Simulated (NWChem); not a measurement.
System: MgSi2H6; SMILES [Mg]([SiH3])[SiH3]

NWChem input:

```
start job
memory heap 200 mb stack 900 mb global 1100 mb
geometry units angstroms noautosym nocenter noautoz
  Mg    -0.000076     0.000017     0.000848
  Si    -0.002003     2.589234     0.001498
  H     -1.348007     3.172393     0.329593
  H      0.385678     3.176029    -1.326904
  H      0.953295     3.175947     1.002716
  Si    -0.002034    -2.589200     0.001494
  H      0.653022    -3.176390    -1.217241
  H     -1.386789    -3.172434     0.043232
  H      0.724666    -3.175437     1.179473
end
basis spherical
  * library def2-svp
end
dft
  xc xcamb88 1.00 lyp 0.81 vwn_5 0.19 hfexch 1.00
  cam 0.33 cam_alpha 0.19 cam_beta 0.46
  iterations 150
  vectors input atomic output neutral.movecs
end
task dft energy
charge 1
dft
  odft
  mult 2
  vectors input atomic output cation.movecs
end
task dft energy
```

Structure relaxed at the PBE0/def2-SVP level.

Ions are spin-unrestricted doublets at the neutral geometry; other ion states weren't tried.

Q: Give the results of this calculation. (CAM-B3LYP/def2-SVP, vertical spin-unrestricted ions.) Quantities: vertical ionisation energy, ΔSCF (eV); −ε(HOMO) (eV).

A: 
```yaml
vertical ionisation energy, ΔSCF (eV): 8.47
"−ε(HOMO) (eV)": 7.72
```
